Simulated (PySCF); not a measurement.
Stretching SbS⁺

Set-up: basis Sb cc-pVDZ-PP with ECP28, S cc-pV(D+d)Z; scalar-relativistic core potentials; PySCF 2.14. Energies in eV from Sb⁺ + S in their ground configurations at the same level. State: triplet, unpaired electrons π ↑↑, a mixture of terms (⟨Lz²⟩ = 2.0), a second solution, started from another occupation.

All columns are PBE0. A positive dipole points towards S; it is taken about the centre of mass and depends on that origin.

```
R (Å)  E (eV)  μ (D)  Mulliken charge on Sb (basis-dependent)  HOMO (eV)  LUMO (eV)  Mayer bond order  ⟨S²⟩
1.850   1.606   1.38                                     0.73     -11.84     -13.47              1.71  2.01
1.936  -0.162   1.11                                     0.75     -11.98     -13.04              1.68  2.01
2.022  -1.354   0.84                                     0.77     -12.11     -12.65              1.66  2.01
2.087  -1.963   0.63                                     0.79     -12.21     -12.37              1.64  2.01
2.151  -2.383   0.43                                     0.80     -12.30     -12.12              1.62  2.01
2.216  -2.655   0.24                                     0.82     -12.38     -11.88              1.61  2.01
2.302  -2.840  -0.01                                     0.84     -12.49     -11.59              1.60  2.01
2.409  -2.865  -0.29                                     0.86     -12.61     -11.26              1.58  2.01
2.538  -2.697  -0.58                                     0.87     -12.74     -10.92              1.56  2.01
2.710  -2.290  -0.77                                     0.87     -12.83     -10.56              1.54  2.07
```

A fit through these points gives, at Re = 2.368 Å, μ = -0.18 D and dμ/dR = -2.58 D/Å; the reduced mass is 25.29 u.

Problem. How strong is the fundamental in the double-harmonic approximation, I = 42.26·(dμ/dR)²/μred km/mol?

Solution. I = 42.26·(-2.58)²/25.29 = 11.1 km/mol at PBE0.

These are scalar-relativistic numbers at best; spin–orbit coupling would shift them, the dissociation energy most. For an ion De counts to the pair picked by the measured ionisation energies or electron affinities, which need not be the lowest pair at this level.

At some distances an empty level lies below a filled one, because the occupation is held.
